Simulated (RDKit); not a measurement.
Input for RDKit: MMFF94 on C3H8O (a complex), monomers drawn apart or pushed together.

```python
from rdkit import Chem
from rdkit.Chem import AllChem, rdDetermineBonds

blocks = [
'''6

C     0.70193346    0.20810356    0.02380111
C    -0.60631052    0.02689425   -0.10075928
H     1.16581124    1.16679141   -0.17398941
H     1.36149892   -0.59620320    0.32679066
H    -1.06908126   -0.93283649    0.09546946
H    -1.26629227    0.82981238   -0.40593051
''',
'''6

C    -0.29619999   -0.61136480    4.67428395
O    -0.42828240    0.70912186    4.17737124
H    -1.07217968   -1.28101892    4.28448413
H    -0.40280137   -0.56022578    5.75740868
H     0.68516373   -1.04435238    4.44626236
H    -0.33596685    0.67971964    3.21680141
''',
]
mol = None
for b in blocks:
    f = Chem.MolFromXYZBlock(b)
    rdDetermineBonds.DetermineBonds(f, charge=0)
    mol = f if mol is None else Chem.CombineMols(mol, f)
Chem.SanitizeMol(mol)
print(Chem.MolToSmiles(Chem.RemoveHs(mol)))
ff = AllChem.MMFFGetMoleculeForceField(mol, AllChem.MMFFGetMoleculeProperties(mol), nonBondedThresh=100.0, ignoreInterfragInteractions=False)
e = ff.CalcEnergy()
print(f'MMFF94 energy {e:.6f} kcal/mol')
```

The log:

```
C=C.CO
MMFF94 energy 8.391132 kcal/mol
```

The run finished.

Cost: around 0.010 core-seconds (rough).
